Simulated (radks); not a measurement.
Values are calculated unless marked as measured or tabulated.
Valence configurations of F I (all share [He]). Code: a radial shooting solver on a logarithmic mesh with Libxc functionals. Model: Dirac Kohn-Sham, LDA (Slater exchange, Perdew-Wang correlation), spin-unpolarised, spherical densities, point nucleus; open shells fill j = l - 1/2 first. Energies are relative to 2s2 2p5; eigenvalues in eV.

2s2 2p5: E (eV) 0.000; e(2p1/2) -11.334; e(2p3/2) -11.270; e(2s1/2) -29.645
2s1 2p6: E (eV) 18.413; e(2p1/2) -11.745; e(2p3/2) -11.681; e(2s1/2) -30.132
2s1.5 2p5.5: E (eV) 9.197; e(2p1/2) -11.542; e(2p3/2) -11.478; e(2s1/2) -29.891

NIST lists [He] 2s2 2p5 as the ground configuration; this level of theory agrees among the configurations tried. The energies are those of spherical spin-averaged densities, not of single terms.
